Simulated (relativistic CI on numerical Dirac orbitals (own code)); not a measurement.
## d1 to d9 in one octahedral field

Computed with a parametric ligand-field model without spin-orbit coupling, by exact diagonalisation: B = 490, C = 2010, 10Dq = 34200 cm⁻¹ (Oh; |10Dq|/B = 69.8) for every shell. Energies in cm⁻¹; the field energy is (0.6 n_e − 0.4 n_t2) × 10Dq of the ground term; g labels are left out. So small a B with so large a field is typical of 4d and 5d ions, where spin-orbit coupling, left out here, reaches 1,000 to 4,000 cm⁻¹.

```tsv
Shell	Ground term	Electrons in e	Field energy	First spin-allowed bands	Lowest term of other spin
d1	2T2	0.000	-13680	2E 34200	
d2	3T1	0.006	-27165	3T2 32953, 3T1 39055	1T2 7097
d3	4A2	0.000	-41040	4T2 34200, 4T1 39793	2E 9999
d4	3T1	0.009	-54407	3E 32151, 3T1 32645	1T2 6248
d5	?	?	?	?	?
d6	1A1	0.014	-81607	1T1 32626, 1T2 39843	3T1 28418
d7	2E	1.009	-61260	2T1 32519, 2T2 33041	4T1 24338
d8	3A2	2.000	-41040	3T2 34200, 3T1 39793	1E 7898
d9	2E	3.000	-20520	2T2 34200
```

Q: Fill in the row of d5.

A: Ground term: 2T2; Electrons in e: 0.018; Field energy: -67786; First spin-allowed bands: 2A2 31372, 2T1 31549; Lowest term of other spin: 4T1 24337. Low spin: d4, d5, d6, d7; the other shells keep the spin of the free ion. Only d4 to d7 can choose; the field needed to pair spins is smallest for d6 and largest for d5, which loses most exchange energy. In the strong-field picture 10Dq must exceed about 6B + 5C = 12990 (d4), 7.5B + 5C = 13725 (d5), 2.5B + 4C = 9265 (d6) and 4B + 4C = 10000 (d7); mixing of terms shifts these bounds somewhat.
